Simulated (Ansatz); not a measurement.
Consider the silylene formation by 1,1-elimination: `CB(C)[SiH2]N` → `CB(C)N` + `[SiH2]`.

Gas-phase electronic energies from Ansatz, PBE0-D4/def2-TZVP geometries. CBS: MP2 limit from def2 TZ/QZ plus the TZ coupled-cluster correction, frozen cores. This one scheme is used for every species. DFT in def2-TZVPP. B3LYP here is the variant with VWN-RPA as its local correlation; programs differ in this. HSE06 is defined as in plane-wave codes. Each species was taken in one conformer, which may not be the lowest.

```tsv
level	ΔE (kcal/mol)	difference from CCSD(T)/CBS
LDA (SPW92)	33.5	5.6
PBE-D4	29.4	1.5
revPBE-D4	28.4	0.5
BLYP-D4	24.5	-3.4
r2SCAN-D4	32.7	4.8
B97M-V	27.5	-0.4
PBE0-D4	31.0	3.1
B3LYP-D4	26.6	-1.3
r2SCANh-D4	32.7	4.8
r2SCAN0-D4	32.8	4.9
HSE06-D4	31.0	3.1
CAM-B3LYP-D4	27.7	-0.2
ωB97X-V	30.6	2.7
B2PLYP	25.7	-2.2
PBE-QIDH	31.2	3.3
revPBE	24.4	-3.5
BLYP	20.5	-7.4
r2SCAN	32.1	4.2
PBE0	29.2	1.3
B3LYP	23.3	-4.6
r2SCAN0	32.1	4.2
HSE06	29.2	1.3
BHLYP	25.6	-2.3
LC-ωPBE	32.0	4.1
RPA@PBE/def2-TZVPP	21.5	-6.4
HF/def2-SVP	18.2	-9.7
MP2/def2-SVP	22.5	-5.4
CCSD/def2-SVP	17.7	-10.2
CCSD(T)/def2-SVP	18.2	-9.7
HF/def2-TZVPP	22.8	-5.1
MP2/def2-TZVPP	29.5	1.6
SCS-MP2/def2-TZVPP	27.0	-0.9
CCSD/def2-TZVPP	24.7	-3.2
CCSD(T)/def2-TZVPP	25.6	-2.3
HF/def2-QZVPP	23.1	-4.8
MP2/def2-QZVPP	30.9	3.0
SCS-MP2/def2-QZVPP	28.4	0.5
HF/CBS(def2)	23.2	-4.7
MP2/CBS(def2)	31.7	3.8
CCSD/CBS(def2)	26.9	-1.0
CCSD(T)/CBS	27.9	0
```

Largest T1 diagnostic among the species: 0.014.

From BLYP to BHLYP (50 % exact exchange), in def2-TZVPP and without D4, ΔE moves by +5.1 kcal/mol. At CCSD(T), def2-SVP lies −9.7 kcal/mol from the extrapolated value and def2-TZVPP −2.3 kcal/mol. In def2-TZVPP, CCSD(T) changes the Hartree–Fock value by +2.8 kcal/mol (the triples alone add +0.9 kcal/mol) and MP2 by +6.7 kcal/mol.
